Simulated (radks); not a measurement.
Results of a calculation; reference values are marked as such.
Charge is removed step by step from the 2s down level of the oxygen ion O3+, starting from [He] 2s(up 1, down 1) 2p1. Level of theory: scalar-relativistic Kohn-Sham, r2SCAN, spin-polarised, spherical densities, finite nucleus; open shells are filled with parallel spins first; meta-GGA in the generalised Kohn-Sham scheme; Fermi nuclear charge, rms radius 2.6991 fm (a radial shooting solver on a logarithmic mesh with Libxc functionals).

| removed (e) | E - E(0) (eV) | eigenvalue (eV) |
|---|---|---|
| 0 | 0.000 | -78.276 |
| 0.1 | 7.917 | -80.067 |
| 0.2 | 16.012 | -81.838 |
| 0.3 | 24.283 | -83.575 |
| 0.4 | 32.725 | -85.259 |
| 0.5 | 41.332 | -86.868 |
| 0.6 | 50.095 | -88.384 |
| 0.7 | 59.004 | -89.778 |
| 0.8 | 68.045 | -90.996 |
| 0.9 | 77.191 | -91.824 |

The mean slope of the eigenvalue, de/dn, is 15.1 eV per electron.
